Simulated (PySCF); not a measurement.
HOSr, SMILES [OH][Sr], multiplicity 2.

Geometry: B3LYP-D3(BJ)/def2-TZVPD. The def2 effective core potentials stand for the cores of Sr; spin–orbit coupling is left out.

Calculation: IEF-PCM-B3LYP/def2-TZVPD run with PySCF 2.14.0.

The values are the electrostatic part of the solvation free energy, E(continuum) − E(gas) at the gas-phase geometry, in a cavity of scaled van der Waals radii (PySCF's table); cavitation and dispersion terms are not included. A continuum can't describe solvent molecules that bind to the metal. The dipole moment in vacuum is 1.82 D.

Computed values in water (ε = 78.36), 2-propanol (ε = 19.26), acetone (ε = 20.49):
```json
[
 {"solvent": "water", "ε": "78.36", "ΔG(elec) (kcal/mol)": "-5.4", "dipole (D)": "3.40"},
 {"solvent": "2-propanol", "ε": "19.26", "ΔG(elec) (kcal/mol)": "-5.0", "dipole (D)": "3.24"},
 {"solvent": "acetone", "ε": "20.49", "ΔG(elec) (kcal/mol)": "-5.0", "dipole (D)": "3.25"}
]
```
